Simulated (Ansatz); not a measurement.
Reaction (isomerisation): `[SiH3]N1CSC1` → `C=CN[SiH2]S`

Program: Ansatz. Geometries: PBE0-D4/def2-TZVP. ΔE: electronic, gas phase. CCSD(T)/CBS is the MP2 limit (def2-TZVPP, def2-QZVPP) plus CCSD(T) − MP2 in def2-TZVPP, frozen cores. Functionals use def2-TZVPP. B3LYP here is the variant with VWN-RPA as its local correlation; programs differ in this. One conformer a species, not always the lowest.

`[SiH3]N1CSC1`:

```xyz
12

Si   -0.950    1.289    0.398
N    -0.055   -0.065   -0.165
C     1.268   -0.075   -0.764
S     1.412   -1.887   -0.553
C    -0.168   -1.450    0.260
H    -0.794    2.378   -0.602
H    -2.370    0.869    0.523
H    -0.506    1.814    1.725
H     2.036    0.469   -0.202
H     1.290    0.244   -1.810
H    -0.132   -1.607    1.345
H    -1.031   -1.978   -0.155
```

`C=CN[SiH2]S`:

Z-matrix (Å, degrees):
```
Si
S 1 2.139
N 1 1.722 2 115.8
H 1 1.481 2 110.7 3 119.5
H 1 1.481 2 102.7 3 -119.5
H 2 1.344 1 94.7 3 -63.6
C 3 1.384 1 125.3 2 96.9
H 3 1.010 1 119.1 2 -68.0
C 7 1.331 3 126.4 1 -167.4
H 7 1.087 3 113.7 1 13.7
H 9 1.081 7 120.1 3 -178.4
H 9 1.085 7 122.1 3 1.1
```

Task: Is it downhill or uphill in electronic energy at CCSD(T)/CBS, and by how much? (Best estimate.)

Result: Ansatz gave: Downhill: ΔE = -172.5 kJ/mol.

Task: What do these levels give: PBE-D4, B2PLYP, PBE, B3LYP, HF/def2-TZVPP, MP2/def2-TZVPP, CCSD(T)/def2-TZVPP, HF/def2-QZVPP, MP2/def2-QZVPP, HF/CBS(def2), MP2/CBS(def2), CCSD/CBS(def2)? (Best estimate.)

Result: Computed: PBE-D4 -169.2, B2PLYP -178.9, PBE -172.2, B3LYP -184.1, HF/def2-TZVPP -181.9, MP2/def2-TZVPP -167.6, CCSD(T)/def2-TZVPP -169.1, HF/def2-QZVPP -181.7, MP2/def2-QZVPP -169.5, HF/CBS(def2) -181.7, MP2/CBS(def2) -171.0, CCSD/CBS(def2) -172.7 kJ/mol.

Largest T1 diagnostic among the species: 0.012.

In def2-TZVPP, CCSD(T) changes the Hartree–Fock value by +12.8 kJ/mol (the triples alone add +0.2 kJ/mol) and MP2 by +14.3 kJ/mol. From PBE to PBE0 (25 % exact exchange), in def2-TZVPP and without D4, ΔE moves by +5.2 kJ/mol. The D4 term adds +5.1 kJ/mol with B3LYP and +2.4 kJ/mol with PBE0; it sums over pairs of atoms, weighted by their polarisabilities, and B3LYP, whose exchange is more repulsive, gets the larger term.
